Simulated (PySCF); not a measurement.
# SrLi⁺: one state, many levels of theory

State: ¹Σ⁺ (singlet), closed shell. Set-up: Sr def2-SVP with ECP28, Li def2-SVP; scalar-relativistic core potentials (PySCF 2.14). De refers to Sr + Li⁺ in their ground configurations, without counterpoise correction. A positive dipole points towards Li; it is taken about the centre of mass and depends on that origin.

| Level | Re (Å) | ωe (cm⁻¹) | De (eV) | μ (D) |
| --- | --- | --- | --- | --- |
| RHF-MP2 | 3.498 | 214 | 1.15 | n/a |
| RHF-SCS-MP2 | 3.505 | 213 | 1.16 | n/a |
| RHF-CCSD | 3.498 | 214 | 1.23 | n/a |
| RHF-CCSD(T) | 3.503 | 212 | 1.24 | n/a |
| PBE | 3.425 | 226 | 1.43 | 5.05 |
| PW91 | 3.418 | 226 | 1.45 | 4.97 |
| r²SCAN | 3.462 | 225 | 1.30 | 5.09 |
| PBE0 | 3.429 | 230 | 1.41 | 4.75 |
| BHandHLYP | 3.431 | 230 | 1.37 | 4.81 |
| M06-2X | 3.460 | 213 | 1.27 | 5.94 |
| ωB97X | 3.447 | 229 | 1.16 | 5.19 |

Question: Which functional lies closest to RHF-CCSD(T) in De, which farthest, and by how much do they differ from it?

Answer: Closest is M06-2X (-4.3 pm in Re, +0.5 % in ωe, +0.03 eV in De against RHF-CCSD(T) in the same basis), farthest PW91 (-8.5 pm in Re, +6.6 % in ωe, +0.21 eV in De). CCSD(T) converges more slowly with the basis than the functionals do and binds too weakly in this one, so the order can change at the basis-set limit.

Question: What does a quarter of exact exchange do here, going from PBE to PBE0?

Answer: PBE0 less PBE: +0.4 pm in Re, +1.8 % in ωe, -0.02 eV in De. Exact exchange removes part of the self-interaction that spreads semilocal densities, and in most molecules shortens and stiffens the bond and lowers De; here Re goes the other way.

Question: What does the step from GGA to meta-GGA do here, going from PBE to r²SCAN?

Answer: r²SCAN less PBE: +3.7 pm in Re, -0.4 % in ωe, -0.13 eV in De. 

Correlated steps freeze no core orbitals. Closed-shell solutions of metal pairs were not tested for spin polarisation, which can lower them a little. Correlated levels converge slowly with the basis: in double zeta they bind strong bonds too weakly, by up to about 1 eV, and carry superposition errors of some tenths. For an ion De counts to the pair picked by the measured ionisation energies or electron affinities, which need not be the lowest pair at this level. The CCSD T1 diagnostic is raised, a sign that a single reference may not be enough here.
